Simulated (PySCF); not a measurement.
## How methods differ on the ionisation energy of Tm(31+)

Tm(31+) [Kr] 4d2 [4d3/2^2, M_J = 2] → Tm(32+) [Kr] 4d1 [4d3/2^1, M_J = 3/2], as a difference of total energies. All numbers are calculated (PySCF 2.14, the two-component X2C-1e Hamiltonian, in an even-tempered Gaussian basis (17 s from 2.9 bohr⁻², ratio 2.8; 14 p from 3.8 bohr⁻², ratio 2.8; 9 d from 3.8 bohr⁻², ratio 2.8; 3 f from 14 bohr⁻², ratio 3)). Correlated levels: [Ar] 3d10 frozen; the 92 highest virtual spinors dropped. "Screened" scales the spin-orbit matrix elements by Boettger's factors to mimic the two-electron term; Breit and QED terms are absent.

```csv
method,ionisation energy (eV)
GHF (spin-free),1201.4
GMP2 (spin-free),1201.5
GHF (screened spin-orbit),1207.7
GMP2 (screened spin-orbit),1207.9
```

Breit and QED terms and the two-electron picture change are absent.

The spin-free rows relax to the high-spin LS determinant and lack the spin-orbit shift.

The labels give the starting determinants; with spin-orbit coupling the two ends relaxed to ⟨J²⟩ = 6.03, ⟨L²⟩ = 10.35, ⟨S²⟩ = 1.58 and ⟨J²⟩ = 3.75, ⟨L²⟩ = 6.06, ⟨S²⟩ = 0.81.

For comparison: 1207 ± 4 eV (theoretical estimate listed by NIST; NIST Atomic Spectra Database, ionization energies).
